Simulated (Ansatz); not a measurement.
Bi₂Cl₆, relaxed as a singlet with RKS PBE-D4/def2-SVP in Ansatz, starting from the GFN2-xTB geometry. Force threshold 0.02 eV/Å.

In the def2 sets Bi takes a core potential; there is no spin–orbit coupling. The structure comes from a short search, and lower isomers may exist.

Start:

```
atom   x (Å)   y (Å)   z (Å)
 Bi1   1.124   1.098  -0.692
 Bi2  -1.385  -1.639   1.000
 Cl3  -0.066   2.936  -1.819
 Cl4   2.671   0.768  -2.587
 Cl5  -1.580  -1.788   3.460
 Cl6  -0.438  -0.625  -1.665
 Cl7  -1.424   0.853   1.135
 Cl8   1.097  -1.603   1.167
```

Estimate the energy that the relaxation releases and the steps that it takes.

6.6 kcal/mol, in 11 steps; 28 s on 4 threads of Arm Neoverse V1 on a shared host. The force fell under the threshold at step 8, but the optimiser went on. No frequencies were taken in this run, so the end may be a saddle point.

Does the start keep its bonding?

By distances, no bond broke or formed. The bond that changes most is Bi1–Cl6, from 2.52 to 2.59 Å (atoms count from 1). The end is the same structure that another start reached, the lowest one found.

Predict the relaxed structure.


```xyz
8

Bi    0.936    1.134   -0.860
Bi   -1.255   -1.516    1.086
Cl    0.020    3.083   -2.106
Cl    2.847    0.573   -2.351
Cl   -1.647   -2.182    3.460
Cl   -0.716   -0.637   -1.787
Cl   -1.460    0.989    1.394
Cl    1.275   -1.443    1.164
```
Bond lengths (bridged metal pairs left out): 6 × Bi–Cl 2.49 to 2.59 Å.
